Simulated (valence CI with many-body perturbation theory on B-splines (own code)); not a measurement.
Level structure of Nd LIV

Calculated by relativistic CI+MBPT: five valence electrons over a frozen Dirac-Fock core [He], radial functions for each j: 9 s, 9 p, 8 d, 6 f, 3 g, 1 h, with the one-electron correlation potential Σ1 (screened to all orders), the two-electron term Σ2, the three-electron term Σ3, Breit, model QED; selected single and double excitations, second order for the rest, scaled by the run's own slope (own B-spline code, finite nucleus).

The last digits are not significant, and no measured levels were compared; by estimate large intervals hold to a few tenths of a per cent, small ones and those within an open d or f shell to about a per cent. Among the levels kept, up to 3800 cm⁻¹ of a level comes from second order outside the variational space, and about a tenth of that is noise between levels of different J, which matters for small intervals.

Levels 1 to 45 of 62, with energies above the lowest level, (2s^2 2p1/2^2 2p3/2) J=3/2. "Leading %" is the weight of the configuration and term that name the level; weights of strongly mixed levels are sums over their largest components and can fall short, so below about 35 % the name and the second component can differ from the true leading terms, or belong to a minority configuration. In the jj column 3d3/2^4 stands for four electrons in 3d with j = 3/2. Lifetimes count E1, E2, E3, M1 and M2 decay at the calculated energies, and are blank where another channel may lead or the interval is too uncertain; long ones can be off by a factor of two.

| No. | Configuration | Term | J | E (eV) | Leading % | Lifetime | Second component | Leading jj |
| --- | --- | --- | --- | --- | --- | --- | --- | --- |
| 1 | 2s2 2p3 | 2P° | 3/2 | 0.0 | 47 |  | 27 % 2s2 2p3 2D° | 2s^2 2p1/2^2 2p3/2 (100 %) |
| 2 | 2s2 2p3 | 4S° | 3/2 | 524.9 | 55 | 703 ps | 45 % 2s2 2p3 2D° | 2s^2 2p1/2 2p3/2^2 (100 %) |
| 3 | 2s2 2p3 | 2D° | 5/2 | 546.3 | 100 | 4.11 ns |  | 2s^2 2p1/2 2p3/2^2 (100 %) |
| 4 | 2s2 2p3 | 2P° | 1/2 | 583.4 | 100 | 1.15 ns |  | 2s^2 2p1/2 2p3/2^2 (100 %) |
| 5 | 2s 2p4 | 4P | 5/2 | 777.7 | 73 | 2.16 ps | 27 % 2s 2p4 2D | 2s 2p1/2^2 2p3/2^2 (100 %) |
| 6 | 2s 2p4 | 2S | 1/2 | 857.2 | 62 | 550 fs | 29 % 2s 2p4 4P | 2s 2p1/2^2 2p3/2^2 (99 %) |
| 7 | 2s 2p4 | 2P | 3/2 | 858.7 | 48 | 312 fs | 36 % 2s 2p4 2D | 2s 2p1/2^2 2p3/2^2 (99 %) |
| 8 | 2s2 2p3 | 2P° | 3/2 | 1109.6 | 52 | 228 ps | 28 % 2s2 2p3 2D° | 2s^2 2p3/2^3 (99 %) |
| 9 | 2s 2p4 | 4P | 3/2 | 1324.4 | 82 | 645 fs | 13 % 2s 2p4 2D | 2s 2p1/2 2p3/2^3 (99 %) |
| 10 | 2s 2p4 | 2D | 5/2 | 1360.1 | 73 | 639 fs | 27 % 2s 2p4 4P | 2s 2p1/2 2p3/2^3 (100 %) |
| 11 | 2s 2p4 | 2P | 1/2 | 1404.6 | 62 | 246 fs | 36 % 2s 2p4 4P | 2s 2p1/2 2p3/2^3 (98 %) |
| 12 | 2s 2p4 | 2D | 3/2 | 1415.0 | 52 | 246 fs | 47 % 2s 2p4 2P | 2s 2p1/2 2p3/2^3 (100 %) |
| 13 | 2p5 | 2P° | 3/2 | 1694.3 | 99 | 215 fs |  | 2p1/2^2 2p3/2^3 (99 %) |
| 14 | 2s 2p4 | 2S | 1/2 | 1946.5 | 36 | 286 fs | 35 % 2s 2p4 4P | 2s 2p3/2^4 (99 %) |
| 15 | 2p5 | 2P° | 1/2 | 2242.8 | 100 | 159 fs |  | 2p1/2 2p3/2^4 (100 %) |
| 16 | 2s2 2p2 3s | 4P | 1/2 | 5715.9 | 47 | 12.6 fs | 30 % 2s2 2p2 3s 2S | 2s^2 2p1/2^2 3s (100 %) |
| 17 | 2s2 2p2 3p | 2P° | 1/2 | 5792.4 | 45 | 1.14 ps | 39 % 2s2 2p2 3p 4D° | 2s^2 2p1/2^2 3p1/2 (100 %) |
| 18 | 2s2 2p2 3p | 2P° | 3/2 | 5961.4 | 33 | 1.18 ps | 21 % 2s2 2p2 3p 4D° | 2s^2 2p1/2^2 3p3/2 (99 %) |
| 19 | 2s2 2p2 3d | 2D | 3/2 | 6033.2 | 41 | 9.31 fs | 33 % 2s2 2p2 3d 4F | 2s^2 2p1/2^2 3d3/2 (100 %) |
| 20 | 2s2 2p2 3d | 2D | 5/2 | 6085.9 | 34 | 1.74 fs | 19 % 2s2 2p2 3d 4D | 2s^2 2p1/2^2 3d5/2 (99 %) |
| 21 | 2s2 2p2 3s | 4P | 3/2 | 6249.3 | 88 | 18.0 fs | 10 % 2s2 2p2 3s 2P | 2s^2 2p1/2 2p3/2 3s (100 %) |
| 22 | 2s2 2p2 3s | 2P | 1/2 | 6257.3 | 67 | 8.50 fs | 33 % 2s2 2p2 3s 4P | 2s^2 2p1/2 2p3/2 3s (100 %) |
| 23 | 2s2 2p2 3s | 2D | 5/2 | 6267.4 | 63 | 17.3 fs | 36 % 2s2 2p2 3s 4P | 2s^2 2p1/2 2p3/2 3s (99 %) |
| 24 | 2s2 2p2 3s | 2D | 3/2 | 6272.4 | 63 | 9.03 fs | 35 % 2s2 2p2 3s 2P | 2s^2 2p1/2 2p3/2 3s (100 %) |
| 25 | 2s2 2p2 3p | 4P° | 1/2 | 6325.2 | 47 | 1.61 ps | 28 % 2s2 2p2 3p 4D° | 2s^2 2p1/2 2p3/2 3p1/2 (100 %) |
| 26 | 2s2 2p2 3p | 4D° | 3/2 | 6331.0 | 56 | 1.55 ps | 22 % 2s2 2p2 3p 2D° | 2s^2 2p1/2 2p3/2 3p1/2 (100 %) |
| 27 | 2s2 2p2 3p | 2F° | 5/2 | 6343.7 | 48 | 1.15 ps | 31 % 2s2 2p2 3p 2D° | 2s^2 2p1/2 2p3/2 3p1/2 (99 %) |
| 28 | 2s2 2p2 3p | 2P° | 3/2 | 6372.8 | 42 | 484 fs | 26 % 2s2 2p2 3p 2D° | 2s^2 2p1/2 2p3/2 3p1/2 (99 %) |
| 29 | 2s 2p3 3s | 4P° | 5/2 | 6460.9 | 35 | 33.7 fs | 22 % 2s 2p3 3s 6S° | 2s 2p1/2^2 2p3/2 3s (74 %) |
| 30 | 2s 2p3 3s | 2P° | 3/2 | 6485.7 | 25 | 12.2 fs | 23 % 2s 2p3 3s 4S° | 2s 2p1/2^2 2p3/2 3s (80 %) |
| 31 | 2s2 2p2 3p | 2P° | 1/2 | 6488.5 | 34 | 289 fs | 32 % 2s2 2p2 3p 4P° | 2s^2 2p1/2 2p3/2 3p3/2 (96 %) |
| 32 | 2s2 2p2 3p | 4D° | 5/2 | 6494.3 | 44 | 95.9 fs | 22 % 2s2 2p2 3p 4P° | 2s^2 2p1/2 2p3/2 3p3/2 (77 %) |
| 33 | 2s2 2p2 3p | 2D° | 3/2 | 6496.0 | 52 | 672 fs | 24 % 2s2 2p2 3p 4P° | 2s^2 2p1/2 2p3/2 3p3/2 (99 %) |
| 34 | 2s2 2p2 3p | 2F° | 7/2 | 6503.1 | 63 | 1.08 ps | 37 % 2s2 2p2 3p 4D° | 2s^2 2p1/2 2p3/2 3p3/2 (100 %) |
| 35 | 2s2 2p2 3p | 4S° | 3/2 | 6518.2 | 24 | 51.2 fs | 17 % 2s2 2p2 3p 2P° | 2s^2 2p1/2 2p3/2 3p3/2 (73 %) |
| 36 | 2s2 2p2 3p | 2D° | 5/2 | 6525.5 | 62 | 709 fs | 17 % 2s2 2p2 3p 2F° | 2s^2 2p1/2 2p3/2 3p3/2 (97 %) |
| 37 | 2s2 2p2 3p | 2P° | 1/2 | 6531.3 | 55 | 24.4 fs | 12 % 2s 2p3 3s 4D° | 2s^2 2p1/2 2p3/2 3p3/2 (64 %) |
| 38 | 2s 2p3 3p | 4P | 3/2 | 6551.5 | 28 | 6.67 fs | 24 % 2s 2p3 3p 6P | 2s 2p1/2^2 2p3/2 3p1/2 (95 %) |
| 39 | 2s 2p3 3p | 2D | 5/2 | 6552.0 | 23 | 3.00 fs | 17 % 2s 2p3 3p 4D | 2s 2p1/2^2 2p3/2 3p1/2 (92 %) |
| 40 | 2s 2p3 3s | 2P° | 3/2 | 6553.7 | 31 | 23.5 fs | 17 % 2s 2p3 3s 4S° | 2s 2p1/2^2 2p3/2 3s (90 %) |
| 41 | 2s2 2p2 3p | 2P° | 1/2 | 6556.1 | 22 | 17.1 fs | 21 % 2s 2p3 3s 4D° | 2s 2p1/2^2 2p3/2 3s (60 %) |
| 42 | 2s2 2p2 3d | 4F | 3/2 | 6568.5 | 42 | 5.87 fs | 27 % 2s2 2p2 3d 2P | 2s^2 2p1/2 2p3/2 3d3/2 (96 %) |
| 43 | 2s2 2p2 3d | 4F | 5/2 | 6570.5 | 51 | 22.5 fs | 40 % 2s2 2p2 3d 2F | 2s^2 2p1/2 2p3/2 3d3/2 (97 %) |
| 44 | 2s2 2p2 3d | 4D | 1/2 | 6572.4 | 79 | 9.31 fs | 14 % 2s2 2p2 3d 2P | 2s^2 2p1/2 2p3/2 3d3/2 (100 %) |
| 45 | 2s2 2p2 3d | 2G | 7/2 | 6584.6 | 50 | 398 fs | 25 % 2s2 2p2 3d 2F | 2s^2 2p1/2 2p3/2 3d3/2 (96 %) |

The ionisation energy to 2s2 2p2 3P_0 of the next ion comes out as 10556 eV (NIST: 10555 ± 5 eV (theoretical)). All 62 levels together are meant to be complete up to 6748.1 eV.
